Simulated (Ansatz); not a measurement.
Cd2Cl2⁺, relaxed as a doublet with UKS PBE-D4/def2-SVP in Ansatz, starting from the GFN1-xTB geometry. Force threshold 0.02 eV/Å.

In the def2 sets Cd takes a core potential; there is no spin–orbit coupling. The structure comes from a short search, and lower isomers may exist.

Start:

```xyz
4

Cd    0.5562    0.5485   -0.9757
Cd   -1.6022   -1.4461    2.8891
Cl   -0.4968   -0.3536    0.9104
Cl    1.5429    1.2512   -2.8238
```

```
step  energy (eV)  largest force component (eV/Å)  SCF passes
   1  -34150.6551                           0.705          29
   2  -34150.7127                           0.064          33
   3  -34150.7166                           0.043          33
   4  -34150.7305                           0.120          37
   5  -34150.7626                           0.170          33
   6  -34150.7871                           0.172          30
   7  -34150.8061                           0.208          31
   8  -34150.8186                           0.125          30
   9  -34150.8234                           0.063          29
  10  -34150.8239                           0.009          28
```

Force components are those of the run's own axes.

End:

```csv
atom,x (Å),y (Å),z (Å)
Cd1,0.470,0.637,-0.812
Cd2,-1.348,-1.854,2.322
Cl3,-0.627,0.458,1.311
Cl4,1.504,0.759,-2.822
```

By distances, no bond broke or formed. The bond that changes most is Cd2–Cl3, from 2.52 to 2.62 Å (atoms count from 1).

No frequencies were taken in this run, so the end may be a saddle point.

Hardware: 4 threads of Arm Neoverse V2 on a shared host. Wall time 20 s.
